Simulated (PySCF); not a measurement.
Record of a relaxation.

GeI2Me2, C2H6GeI2.
Bonds: Ge1–I2, Ge1–I3, Ge1–C4, Ge1–C8. Hydrogens: H5, H6, H7 on C4; H9, H10, H11 on C8.

Computed by this run: PySCF 2.14.0, PBE0-D3(BJ)/def2-SVP geometry optimisation, gas phase, def2 core potentials past Kr; density fitting, grid level 1; the optimiser is geomeTRIC in internal coordinates, started from a GFN2-xTB structure with every atom displaced at random (about 0.03 Å). The frame can shift and turn from step to step; on so coarse a grid that alone can change the energy by a few meV, and forces under 0.02 eV/Å are noise.

Step 0: E = -74876.8566 eV, largest atomic force 4.532 eV/Å
```
atom  x, y, z in Å  |  force x, y, z in eV/Å
Ge1     0.558   -0.074    0.360   -1.532   1.722  -0.358
I2      0.502    0.003    2.876    0.050  -0.063   0.088
I3      2.824   -0.007   -0.529    1.238  -0.078  -0.346
C4     -0.266    1.697   -0.277   -3.301  -2.720   0.521
H5     -1.413    1.692    0.018    2.107  -0.053  -0.142
H6     -0.337    1.768   -1.358    0.545  -0.072  -0.574
H7      0.172    2.549    0.152    0.992   1.362   0.766
C8     -0.318   -1.677   -0.258   -1.870  -0.172   4.124
H9     -0.434   -1.703   -1.270   -0.117  -0.053  -3.499
H10    -1.375   -1.771    0.200    1.366   0.452  -0.547
H11     0.185   -2.562    0.118    0.524  -0.323  -0.034
```

Step 1: E = -74877.4159 eV, largest atomic force 0.509 eV/Å
```
atom  x, y, z in Å  |  force x, y, z in eV/Å
Ge1     0.519   -0.017    0.344    0.296   0.092  -0.162
I2      0.484    0.049    2.870    0.077  -0.060  -0.008
I3      2.911    0.020   -0.559   -0.211  -0.067   0.160
C4     -0.312    1.618   -0.257   -0.499   0.035  -0.093
H5     -1.366    1.599    0.063    0.028   0.030   0.135
H6     -0.323    1.660   -1.357    0.243   0.087   0.039
H7      0.177    2.495    0.185    0.051  -0.005  -0.129
C8     -0.359   -1.639   -0.245   -0.193  -0.274   0.263
H9     -0.458   -1.665   -1.339    0.140  -0.008  -0.021
H10    -1.364   -1.687    0.203   -0.025   0.139  -0.009
H11     0.188   -2.518    0.125    0.093   0.030  -0.176
```

Step 2: E = -74877.4432 eV, largest atomic force 0.167 eV/Å
```
atom  x, y, z in Å  |  force x, y, z in eV/Å
Ge1     0.512   -0.013    0.339    0.068   0.106  -0.109
I2      0.513    0.028    2.866    0.041  -0.024   0.023
I3      2.892   -0.005   -0.539   -0.035  -0.025   0.055
C4     -0.335    1.629   -0.262   -0.115  -0.045  -0.022
H5     -1.383    1.623    0.071   -0.034   0.019   0.056
H6     -0.317    1.673   -1.362    0.080   0.033   0.025
H7      0.175    2.503    0.164    0.017  -0.033  -0.054
C8     -0.359   -1.647   -0.237   -0.057  -0.097   0.031
H9     -0.439   -1.669   -1.335    0.049   0.001   0.075
H10    -1.365   -1.684    0.207   -0.042   0.030  -0.016
H11     0.205   -2.521    0.117    0.028   0.034  -0.063
```

Step 3: E = -74877.4482 eV, largest atomic force 0.029 eV/Å
```
atom  x, y, z in Å  |  force x, y, z in eV/Å
Ge1     0.508   -0.006    0.335   -0.014  -0.020   0.004
I2      0.539    0.018    2.865    0.016  -0.002  -0.004
I3      2.886   -0.020   -0.528    0.018  -0.002   0.003
C4     -0.349    1.629   -0.265   -0.011   0.002   0.009
H5     -1.395    1.635    0.079    0.021   0.008  -0.012
H6     -0.317    1.674   -1.363   -0.018   0.004  -0.004
H7      0.177    2.499    0.150   -0.005   0.003  -0.001
C8     -0.363   -1.648   -0.231   -0.004   0.016  -0.016
H9     -0.429   -1.668   -1.330   -0.004   0.001   0.028
H10    -1.372   -1.683    0.205    0.004  -0.010  -0.018
H11     0.214   -2.516    0.114   -0.003  -0.001   0.009
```

Step 4: E = -74877.4484 eV, largest atomic force 0.027 eV/Å
```
atom  x, y, z in Å  |  force x, y, z in eV/Å
Ge1     0.508   -0.007    0.334   -0.018   0.003  -0.004
I2      0.548    0.017    2.864    0.010   0.001  -0.002
I3      2.888   -0.024   -0.527    0.004   0.000   0.001
C4     -0.350    1.630   -0.266    0.025  -0.010   0.003
H5     -1.394    1.639    0.081   -0.008   0.000   0.003
H6     -0.322    1.675   -1.364   -0.011  -0.003  -0.002
H7      0.177    2.500    0.148    0.001   0.002   0.001
C8     -0.364   -1.648   -0.230    0.008   0.012  -0.008
H9     -0.429   -1.668   -1.328   -0.002  -0.001   0.003
H10    -1.375   -1.684    0.202   -0.004  -0.003  -0.004
H11     0.212   -2.516    0.116   -0.004  -0.001   0.009
```

Step 5: E = -74877.4486 eV, largest atomic force under 0.02 eV/Å
```
atom  x, y, z in Å  |  force x, y, z in eV/Å
Ge1     0.508   -0.007    0.333   -0.006   0.002  -0.002
I2      0.560    0.018    2.863    0.003   0.002   0.002
I3      2.888   -0.029   -0.528   -0.004   0.001  -0.004
C4     -0.350    1.630   -0.265    0.011   0.002   0.000
H5     -1.392    1.641    0.086   -0.006  -0.002   0.006
H6     -0.329    1.674   -1.364   -0.003  -0.005   0.001
H7      0.179    2.501    0.144    0.003   0.000  -0.001
C8     -0.367   -1.647   -0.230    0.007   0.001   0.003
H9     -0.428   -1.669   -1.327    0.002  -0.003  -0.013
H10    -1.379   -1.682    0.199   -0.005   0.004   0.004
H11     0.207   -2.515    0.121   -0.004   0.000   0.004
```

Task: Summarise the path.

Result: The energy falls by 0.5920 eV from step 0 to step 5; nine tenths of that is first reached at step 1. It falls at every step. The largest force goes from 4.532 to under 0.02 eV/Å. Among the bonds Ge1–C4 changes most, from 2.055 to 1.943 Å; the atoms move by 0.076 Å rms after alignment.

Task: Follow the three bonds and two angles with the largest change from start to end.

Result: 
| step | E above end (eV) | largest force (eV/Å) | Ge1–C4 (Å) | Ge1–I3 (Å) | C4–H5 (Å) | H5–C4–H6 (°) | H10–C8–H11 (°) |
| --- | --- | --- | --- | --- | --- | --- | --- |
| 0 | 0.5920 | 4.532 | 2.055 | 2.434 | 1.185 | 100.6 | 102.7 |
| 1 | 0.0327 | 0.509 | 1.930 | 2.557 | 1.102 | 106.4 | 106.4 |
| 2 | 0.0054 | 0.167 | 1.942 | 2.537 | 1.099 | 108.6 | 108.2 |
| 3 | 0.0004 | 0.029 | 1.941 | 2.530 | 1.101 | 109.9 | 109.4 |
| 4 | 0.0001 | 0.027 | 1.943 | 2.531 | 1.100 | 109.8 | 109.4 |
| 5 | 0.0000 | under 0.02 | 1.943 | 2.532 | 1.100 | 109.7 | 109.4 |

What follows is the cost of the whole optimisation. Time: 96 s; peak memory 0.59 GiB. Hardware: one thread, Arm Neoverse V1 (aarch64), shared host with 32 logical CPUs at a one-minute load of 14.
